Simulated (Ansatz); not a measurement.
CH4ClFN2Si, SMILES `N=C(F)[SiH](N)Cl`, relaxed with RKS PBE-D4/def2-SVP in the Gaussian-basis code of Ansatz from a rough embedded geometry. The force threshold is 0.03 eV/Å; the program also tests the step.

The species carries charge 0 and has multiplicity 1.

Start:

```xyz
10

N     0.069   -0.612    1.830
C    -0.384   -0.944    0.596
F    -0.959   -2.155    0.457
Si   -0.204    0.166   -0.861
N     0.553    1.649   -0.551
Cl    0.757   -0.723   -2.434
H    -0.097   -1.401    2.413
H    -1.563    0.558   -1.402
H     0.274    2.007    0.368
H     1.553    1.454   -0.415
```

Q: By how much does the energy fall, and how many steps does the optimiser take? (Best estimate.)

A: Computed: 65.33 kJ/mol, in 27 steps, 4 of them rejected.

Q: Which bonds change most? (Best estimate.)

A: Ansatz gave: N1–C2 from 1.356 to 1.265 Å; C2–Si4 from 1.841 to 1.908 Å; Si4–Cl6 from 2.047 to 2.099 Å; N1–H7 from 0.995 to 1.036 Å.

Q: Give the relaxed structure. (Best estimate.)

A: Computed: 
```xyz
10

N     0.370   -0.810    1.638
C    -0.361   -0.986    0.621
F    -1.184   -2.067    0.468
Si   -0.329    0.226   -0.852
N     0.442    1.613   -0.204
Cl    0.676   -0.781   -2.396
H     0.270   -1.574    2.331
H    -1.691    0.522   -1.391
H     0.702    2.420   -0.774
H     1.104    1.437    0.560
```
